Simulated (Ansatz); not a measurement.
Reaction (formal exchange of groups at the Se–C bond): `N=C([SiH3])[SeH]` + `N=C=C[SiH3]` → `N=C=C([SiH3])[SeH]` + `N=C[SiH3]`

Computed with Ansatz on PBE0-D4/def2-TZVP structures; ΔE is electronic, products minus reactants. CCSD(T)/CBS is the MP2 limit (def2-TZVPP, def2-QZVPP) plus CCSD(T) − MP2 in def2-TZVPP, frozen cores. DFT in def2-TZVPP. B3LYP here is the variant with VWN-RPA as its local correlation; programs differ in this. For Se outer-core shells are correlated without core-valence functions, which leaves a few kJ/mol of doubt a bond. Scalar relativity is left out up to krypton. One conformer a species, not always the lowest.

| level | ΔE (kJ/mol) | difference from CCSD(T)/CBS |
| --- | --- | --- |
| PBE-D4 | 36.5 | 9.5 |
| r2SCAN-D4 | 38.8 | 11.8 |
| PBE0-D4 | 31.6 | 4.6 |
| B2PLYP | 28.4 | 1.4 |
| PBE | 36.8 | 9.8 |
| PBE0 | 32.0 | 5.0 |
| B3LYP | 30.4 | 3.4 |
| MP2/def2-TZVPP | 25.2 | -1.8 |
| SCS-MP2/def2-TZVPP | 21.9 | -5.1 |
| HF/def2-QZVPP | 17.6 | -9.4 |
| CCSD(T)/CBS | 27.0 | 0 |

Largest T1 diagnostic among the species: 0.015.

From PBE to PBE0 (25 % exact exchange), in def2-TZVPP and without D4, ΔE moves by −4.8 kJ/mol. In def2-TZVPP, CCSD(T) changes the Hartree–Fock value by +6.8 kJ/mol (the triples alone add +1.7 kJ/mol) and MP2 by +7.6 kJ/mol.
